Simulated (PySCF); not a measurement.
## Cr²⁺: ionisation energy

Cr²⁺ [Ar] 3d4 (5D) → Cr³⁺ [Ar] 3d3 (4F), as a difference of total energies. All numbers are calculated (PySCF 2.14, scalar relativity by spin-free X2C-1e, in ANO-RCC-VTZP (6s5p3d2f1g, 59 functions)). Correlated levels: valence: [Ar] frozen. The calculations carry no spin-orbit coupling.

| method | ionisation energy (eV) |
| --- | --- |
| UHF | 29.725 |
| MP2 (valence) | 30.391 |
| SCS-MP2 (valence) | 29.947 |
| CCSD (valence) | 30.448 |
| CCSD(T) (valence) | 30.457 |

Q: How much does correlation contribute at CCSD(T) (valence)?

A: 30.457 − (29.725) = 0.732 eV, measured against UHF.

A first-order spin-orbit estimate (lowest level to lowest level, LS coupling) adds -0.027 eV.

Errors of the correlated levels include the incompleteness of this basis and the frozen core.

For comparison: 30.959 ± 0.025 eV (measured; NIST Atomic Spectra Database, ionization energies).
